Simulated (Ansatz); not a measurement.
Total energies of `Sc1cnc(-c2cnc(-c3cnc(-c4cnc(-c5cnc(-c6cnc(S)s6)s5)s4)s3)s2)s1` from Ansatz at PBE-D4/def2-SVP, gas phase (1 Eh = 27.2114 eV = 2625.5 kJ/mol). The reference geometry is relaxed at PBE-D4/def2-SVP.

```csv
state,geometry,energy (Eh)
charge 0 singlet,reference,-4200.60573
charge 1 doublet,reference,-4200.37213
charge -1 doublet,reference,-4200.68336
free S atom (triplet),–,-397.80063
free C atom (triplet),–,-37.75124
free N atom (quartet),–,-54.46658
free H atom (doublet),–,-0.49863
```

Single mean-field runs in def2-SVP are fitted with def2-universal-jkfit.

(1) Work out the vertical ionisation energy to the doublet.

(2) Work out the vertical electron affinity, to the doublet.

(3) Give the fundamental gap IE − EA, the Mulliken electronegativity (IE + EA)/2 and the hardness (IE − EA)/2.

(4) What is the binding energy per atom against free atoms?

(1) E(charge 1 doublet) − E(charge 0 singlet) = -4200.37213 − (-4200.60573) = 0.23360 Eh = 6.36 eV. For comparison, −ε of the highest occupied level is 5.01 eV at this level, 1.35 eV less.

(2) E(charge 0 singlet) − E(charge -1 doublet) = -4200.60573 − (-4200.68336) = 0.07763 Eh = 2.11 eV. The basis lacks diffuse functions, which makes affinities too small.

(3) From the values in Eh: IE − EA = 0.23360 − 0.07763 = 0.15597 Eh = 4.24 eV; (IE + EA)/2 = 4.23 eV; (IE − EA)/2 = 2.12 eV. The HOMO–LUMO gap of the same run is 1.54 eV, 2.70 eV smaller than the fundamental gap.

(4) Atoms: 8 × (-397.80063) + 18 × (-37.75124) + 6 × (-54.46658) + 8 × (-0.49863) = -4192.71588 Eh. Binding: -4192.71588 − (-4200.60573) = 7.88985 Eh = 214.69 eV, or 5.37 eV for each of 40 atoms (no zero-point energy, no counterpoise term).
